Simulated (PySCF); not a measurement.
**SrF at UHF-CCSD(T)**

Level: UHF-CCSD(T). basis Sr def2-TZVPP with ECP28, F def2-TZVPP; scalar-relativistic core potentials; PySCF 2.14.

```json
{"state": "²Σ⁺ (doublet), unpaired electrons σ ↑", "bond length": "2.093 Å", "harmonic wavenumber": "484 cm⁻¹", "force constant": "2.15 mdyn/Å", "rotational constant Be": "0.2463 cm⁻¹", "anharmonicity ωexe": "2.08 cm⁻¹", "vibration–rotation constant αe": "0.00156 cm⁻¹", "well depth De to Sr + F": "5.07 eV", "dissociation energy D0": "5.04 eV"}
```

Correlated steps freeze 1 core orbital. Spin–orbit coupling is left out. The state is the lowest determinant that a PBE0 search found; another state may lie lower at other levels.
